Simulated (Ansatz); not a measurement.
Frontier orbitals of `F[C]1=C[NH][Ga]1[Cl]`.

Total charge 0; spin multiplicity 1. Correlated methods include outer-core shells of Ga, which these sets cover unevenly. Scalar relativity is left out up to krypton. The geometry is a stationary point of PBE0-D4/def2-TZVP. Basis def2-TZVPP, Ansatz 0.2.0.

```
functional  HOMO (eV)  LUMO (eV)  gap (eV)
       PBE      -5.00      -2.37      2.63
      BLYP      -4.87      -2.29      2.58
    r2SCAN      -5.21      -2.18      3.03
    B97M-V      -5.25      -2.24      3.01
      PBE0      -6.19      -1.56      4.63
   r2SCANh      -5.66      -1.89      3.77
     BHLYP      -7.28      -0.74      6.54
 CAM-B3LYP      -7.52      -0.63      6.89
   ωB97X-V      -8.47       0.42      8.89
   ωB97M-V      -8.39       0.24      8.63
```

Against PBE, PBE0 changes HOMO and LUMO by −1.19 and +0.81 eV, ωB97M-V by −3.39 and +2.61 eV. A gap of 2.63 eV thus becomes 8.63 eV for the same molecule, so an orbital gap means little without its functional. A positive LUMO is unbound and depends on the basis.
